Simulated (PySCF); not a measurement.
C₂HF₄, SMILES F[CH]C(F)(F)F, multiplicity 2.

The structure is a stationary point at PBE-D3(BJ)/def2-SVP. The isomer is the one that the SMILES or the coordinates give; other isomers of the formula were not compared.

Computed with PBE-D3(BJ)/def2-SVP (PySCF).

Harmonic, unscaled wavenumbers; measured fundamentals usually lie a few per cent lower.

```csv
mode,ν (cm⁻¹),IR (km/mol),moving atoms (share of kinetic energy)
1,73,2.9,"F 71 %, C 17 %, H 12 %"
2,204,1.5,F 91 %
3,305,14.7,"H 55 %, F 39 %"
4,407,0.8,"F 88 %, C 10 %"
5,458,7.9,"F 58 %, C 26 %, H 16 %"
6,539,3.8,"F 83 %, C 14 %"
7,575,6.8,"F 54 %, C 39 %"
8,659,27.0,"F 66 %, C 30 %"
9,847,26.2,"F 60 %, C 32 %"
10,1099,297.3,"C 75 %, F 23 %"
11,1161,107.8,"C 56 %, H 25 %, F 19 %"
12,1198,255.8,"C 63 %, F 32 %"
13,1240,157.5,"C 46 %, H 43 %, F 11 %"
14,1422,30.6,"C 75 %, H 15 %, F 9 %"
15,3145,2.6,"H 92 %, C 8 %"
```
